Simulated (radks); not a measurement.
Values are calculated unless marked as measured or tabulated.
Q: I30+, 23 electrons, occupied as [Ar] 3d5 (the NIST ground configuration). Code: a radial shooting solver on a logarithmic mesh with Libxc functionals. Model: Dirac Kohn-Sham, PBE, spin-unpolarised, spherical densities, point nucleus; open shells are shared between the two j in proportion to 2j + 1. Some entries of the table are withheld. Estimate them.

orbital  occ.  eigenvalue (hartree)  <r^2> (bohr^2)  <r> (bohr)
1s1/2       2             -1260.054        0.001004     0.02722
2s1/2       2             -234.7724         0.01595      0.1161
2p1/2       2             -223.5585         0.01178     0.09792
2p3/2       4             -212.4769         0.01303      0.1035
3s1/2       2             -79.55938             (1)      0.2974
3p1/2       2             -75.13297         0.09415      0.2852
3p3/2       4             -72.73402          0.1004      0.2948
3d3/2       2             -65.47162         0.07923         (2)
3d5/2       3             -64.93337         0.08090         (3)
4s1/2       0                   (4)          0.3887         (5)
4p1/2       0                   (6)          0.3884      0.5860
4p3/2       0                   (7)          0.4059      0.5992

A: 
(1) 3s1/2 <r^2> (bohr^2): 0.1009
(2) 3d3/2 <r> (bohr): 0.2607
(3) 3d5/2 <r> (bohr): 0.2637
(4) 4s1/2 eigenvalue (hartree): -38.95816
(5) 4s1/2 <r> (bohr): 0.5883
(6) 4p1/2 eigenvalue (hartree): -37.13547
(7) 4p3/2 eigenvalue (hartree): -36.33008
